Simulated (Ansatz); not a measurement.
Cost and result for the atomization energy of CH6BNOSn (11 atoms, 10 bonds).

```xyz
11

B     0.1340   -2.1693    0.4087
Sn    1.4270   -0.5942    1.3675
N    -0.1005    1.0979    0.7924
C    -0.5872    1.4248   -0.3281
O    -0.2533    0.7659   -1.4220
H    -1.0388   -2.0280    0.1784
H     0.5671   -3.2768    0.2293
H     2.2918   -0.2773   -0.1375
H    -0.4333    1.6813    1.5486
H    -1.2930    2.2502   -0.4510
H    -0.7139    1.1253   -2.1864
```

Total charge 0; spin multiplicity 1. Correlated methods include outer-core shells of Sn, which these sets cover unevenly. Sn takes the def2 core potential. The bonds changed during the relaxation, so this is another structure than the one it started from. The geometry is a stationary point of PBE0-D4/def2-TZVP. It is one conformer, not always the lowest. Program: Ansatz. All runs use 4 threads of a server CPU on a shared host. Times are those of one run each, without the atoms' runs, and a repeat can differ threefold. Electronic energies, without spin–orbit coupling; frozen cores. CCSD(T)/CBS adds CCSD(T) − MP2 in def2-TZVPP to the MP2 limit, and its time is that of the two runs behind it. T1 = 0.017. With those shells the extrapolation isn't a true limit. B3LYP takes the VWN-RPA correlation (the form of Gaussian; ORCA's B3LYP/G). HSE06 is the plane-wave form, built on full-range PBE exchange.

CCSD(T)/CBS is a level of theory with its own doubt, some kJ/mol a heavy atom from the limit and from the frozen cores, so smaller differences don't rank the functionals.

```
                            level  functions  wall time  atomization (kcal/mol)  difference from CCSD(T)/CBS  per bond
           LDA (SPW92)/def2-TZVPP        258      1.3 s                  1017.4                        146.3      14.6
              HSE06-D4/def2-TZVPP        258      2.5 s                   872.2                          1.1       0.1
              BHLYP-D4/def2-TZVPP        258      3.4 s                   841.3                        -29.8      -3.0
B3LYP-D4/def2-TZVPP (with forces)        258      4.1 s                   875.7                          4.6       0.5
                B2PLYP/def2-TZVPP        258        6 s                   861.6                         -9.5      -1.0
                B97M-V/def2-TZVPP        258      7.5 s                   876.7                          5.6       0.6
               ωB97X-V/def2-TZVPP        258      8.5 s                   874.5                          3.4       0.3
              PBE-QIDH/def2-TZVPP        258      8.5 s                   858.5                        -12.6      -1.3
                 CCSD(T)/def2-SVP        112       11 s                   815.2                        -55.9      -5.6
 ωB97M-V/def2-TZVPP (with forces)        258       11 s                   874.0                          2.9       0.3
                   MP2/def2-QZVPP        490       25 s                   871.0                         -0.1       0.0
               CCSD(T)/def2-TZVPP        258      3 min                   844.7                        -26.4      -2.6
                CCSD(T)/CBS(def2)          –    3.4 min                   871.1                          0.0       0.0
```

From r2SCAN to r2SCAN0 (25 % exact exchange), in def2-TZVPP and without D4, the atomization energy moves by −20.3 kcal/mol: exact exchange takes away binding that semilocal exchange gives to molecules. At CCSD(T), def2-SVP lies −55.9 kcal/mol from the extrapolated value and def2-TZVPP −26.4 kcal/mol: correlation converges slowly with the basis, and small sets miss more of it in the bonded molecule than in its fragments. In def2-TZVPP, CCSD(T) changes the Hartree–Fock value by +251.7 kcal/mol (the triples alone add +16.4 kcal/mol) and MP2 by +262.4 kcal/mol; breaking electron pairs costs correlation energy, which Hartree–Fock lacks.

Spin–orbit coupling would lower the free Sn atoms strongly, and the atomization energy with them, by more than many differences here. For some Ge, Se and Sn compounds the MP2-based and the directly extrapolated limit differ by 10 to 25 kJ/mol.
